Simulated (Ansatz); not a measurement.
Mulliken charges of GaGeH5Te, SMILES `[GaH2][GeH2][TeH]` from PBE/def2-TZVPP in Ansatz (PBE0-D4/def2-TZVP geometry).

```csv
atom,x (Å),y (Å),z (Å),charge (e)
Ga1,-1.176,1.201,-0.911,0.213
Ge2,0.638,0.067,0.278,-0.021
Te3,-0.072,-2.388,0.548,-0.126
H4,-2.236,0.343,-1.686,-0.030
H5,-1.273,2.768,-0.894,-0.032
H6,1.969,0.119,-0.502,0.001
H7,0.911,0.654,1.677,0.002
H8,1.241,-2.763,1.490,-0.007
```

Task: By hand: the dipole of these point charges (1 e Å = 4.8032 D).

Result: Σ q r = (-0.152, 0.477, -0.197) e Å, of length 0.538 e Å = 2.58 D.

Task: How does the dipole of the full density compare? (Best estimate.)

Result: The calculation gave: (0.000, 0.215, -0.054) e Å, 1.06 D; the point charges give 2.43 times that, at 18° from its direction.

Point charges leave out the atoms' own dipoles, such as those of lone pairs, and Mulliken's split depends on the basis, so the two needn't agree.
